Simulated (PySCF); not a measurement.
SMILES C[SiH](C)[SiH2][GeH3] (C2H12GeSi2), singlet at its GFN2-xTB optimised geometry (Å):

```
17

Si    -1.4284     0.4293     0.0000
C     -2.0419    -0.4735    -1.5626
C     -2.1306     2.1992     0.0000
Si     0.9011     0.4293     0.0000
Ge     1.7438    -1.4675    -1.0832
H     -2.0006    -0.2723     1.1682
H     -3.1239    -0.5674    -1.5854
H     -1.7407     0.0517    -2.4656
H     -1.6239    -1.4764    -1.6158
H     -1.8294     2.7362     0.8943
H     -3.2164     2.2003    -0.0326
H     -1.7769     2.7669    -0.8561
H      1.4864     1.6024    -0.6667
H      1.4764     0.4548     1.3519
H      1.5161    -1.5169    -2.5685
H      1.1364    -2.7669    -0.6297
H      3.2164    -1.7472    -0.9751
```

Calculation: PBE0/def2-SVP run with PySCF. Cells within 0.4 Å of a nucleus heavier than hydrogen are left out (blank, or x).

Map of the Laplacian of the electron density (e/bohr⁵), clipped to [-1.50, 1.50] on the plane z = 0.0 Å:

```
|444444444444444444444444444|
|444444444444444444444444444|
|444444444444444444444444444|
|444444444444444444444444444|
|444444444444444444444444444|
|444444444444444444444444444|
|444444444444444444444444444|
|44444433x444444444444444444|
|44444104x544444444444444444|
|444444442344444444444444444|
|444444443344444444444444444|
|444444444996449994444444444|
|444444447xx9339xx5444444444|
|444444444995448994444444444|
|444444444444444444444444444|
|444444444444444444444444444|
|444444444444444444444444444|
|444444444444444444444444444|
|444444444444444444444444444|
|444444444444444444444444444|
|444444444444444444444444444|
|444444444444444444444444444|
|444444444444444444444444444|
|444444444444444444444444444|
|444444444444444444444444444|
|444444444444444444444444444|
|444444444444444444444444444|
```
Scale: ten equal steps from -1.18 (start of '0') to 1.50 (end of '9'), in the order '0123456789'; x runs from -5.50 to 5.50, y from -5.50 (bottom) to 5.50 (top).
